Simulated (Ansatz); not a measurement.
Reactions of CH5BOSi (`B[SiH]1CO1`).

Program: Ansatz. Geometries: PBE0-D4/def2-TZVP. ΔE: electronic, gas phase. CCSD(T)/CBS adds triple-zeta CCSD(T) − MP2 to the extrapolated MP2 energy (def2 sets, frozen cores). This one scheme is used for every species, atoms too. Open shells (•) are unrestricted, without spin–orbit coupling. Spin–orbit coupling would lower the free atoms: a little for B, C, O, Si. For As, Br outer-core shells are correlated without core-valence functions, so the limit isn't a true one: a few kJ/mol of doubt a bond, and 10 to 20 or more in all where bonds break to atoms. Scalar relativity is left out up to krypton. One conformer a species, not always the lowest.

Problem. Order these by ΔE at CCSD(T)/CBS, lowest first. (Best estimate.)
A. `B[SiH]1CO1` → `B1OC[SiH2]1`
B. `B[SiH]1CO1` + arsine → `[AsH2][SiH]1CO1` + BH₃
C. `B[SiH]1CO1` + `[SiH3]S` → `[SiH3]S[SiH]1CO1` + BH₃
D. `B[SiH]1CO1` + HBr → `Br[SiH]1CO1` + BH₃
E. `B[SiH]1CO1` → B• + C• + 5 H• + O• + Si•
F. `B[SiH]1CO1` → `O[SiH]1BC1`

Solution. A (-30.1 kcal/mol), D (-26.2 kcal/mol), F (-23.9 kcal/mol), C (-20.0 kcal/mol), B (-10.5 kcal/mol), E (+751.2 kcal/mol).

Largest T1 diagnostic: 0.018, for `B[SiH]1CO1`.
